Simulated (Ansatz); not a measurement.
Consider the formal exchange of groups at a C–C bond: `CCSC=S` + `CNBCl` → `CNB(C)Cl` + `CSC=S`.

Isolated molecules relaxed with PBE0-D4/def2-TZVP in Ansatz; ΔE leaves out vibrations. CCSD(T)/CBS is the MP2 limit (def2-TZVPP, def2-QZVPP) plus CCSD(T) − MP2 in def2-TZVPP, frozen cores. Functionals use def2-TZVPP. B3LYP here is the variant with VWN-RPA as its local correlation; programs differ in this. Each species was taken in one conformer, which may not be the lowest.

(1) Is it downhill or uphill in electronic energy at CCSD(T)/CBS, and by how much? (Best estimate.)

(2) What do these levels give: PBE0-D4, B3LYP-D4, ωB97M-V, B2PLYP, PBE, r2SCAN, MP2/def2-TZVPP, CCSD/def2-TZVPP, HF/def2-QZVPP, MP2/def2-QZVPP, SCS-MP2/def2-QZVPP, HF/CBS(def2)? (Best estimate.)

Largest T1 diagnostic among the species: 0.016.

Answers

(1) The calculation gave: Downhill: ΔE = -10.0 kcal/mol.

(2) Computed: PBE0-D4 -10.5, B3LYP-D4 -10.2, ωB97M-V -10.5, B2PLYP -9.9, PBE -10.3, r2SCAN -10.9, MP2/def2-TZVPP -9.8, CCSD/def2-TZVPP -9.8, HF/def2-QZVPP -9.2, MP2/def2-QZVPP -10.0, SCS-MP2/def2-QZVPP -9.4, HF/CBS(def2) -9.2 kcal/mol.
